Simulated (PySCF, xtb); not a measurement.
C₄H₈O₂. Atoms are numbered in the order given.

```xyz
14

C      1.1343    -0.6747     0.3502
C      1.1343     0.6747    -0.3502
O      0.0000     1.4457     0.0000
C     -1.1343     0.6747     0.3502
C     -1.1343    -0.6747    -0.3502
O      0.0000    -1.4457     0.0000
H      2.0310    -1.2489     0.0660
H      1.1717    -0.5180     1.4464
H      2.0310     1.2489    -0.0660
H      1.1717     0.5180    -1.4464
H     -1.1717     0.5180     1.4464
H     -2.0310     1.2489     0.0660
H     -2.0310    -1.2489    -0.0660
H     -1.1717    -0.5180    -1.4464
```

Geometry: ωB97X-D3(BJ)/def2-SVP. Other conformers were not sampled.

Level of theory: C-PCM-B3LYP/def2-SVP run with PySCF.

The values are the electrostatic part of the solvation free energy, E(continuum) − E(gas) at the gas-phase geometry, in a cavity of scaled van der Waals radii (PySCF's table); cavitation and dispersion terms are not included. In vacuum the orbital gap is 8.17 eV. The dipole moment in vacuum is 0.00 D.

Question: Estimate the values in water (ε = 78.36), 2-propanol (ε = 19.26), 1-octanol (ε = 9.86). (An estimate is asked for; the answer gives what the named calculation found.)

Answer: 
```csv
solvent,ε,ΔG(elec) (kcal/mol),dipole (D),gap (eV)
water,78.36,-4.5,0.00,8.38
2-propanol,19.26,-4.3,0.00,8.37
1-octanol,9.86,-4.1,0.00,8.36
```

For comparison, GFN2-xTB/ALPB(water) (xtb, at the GFN2-xTB geometry, all terms of that model) gives -2.1 kcal/mol.
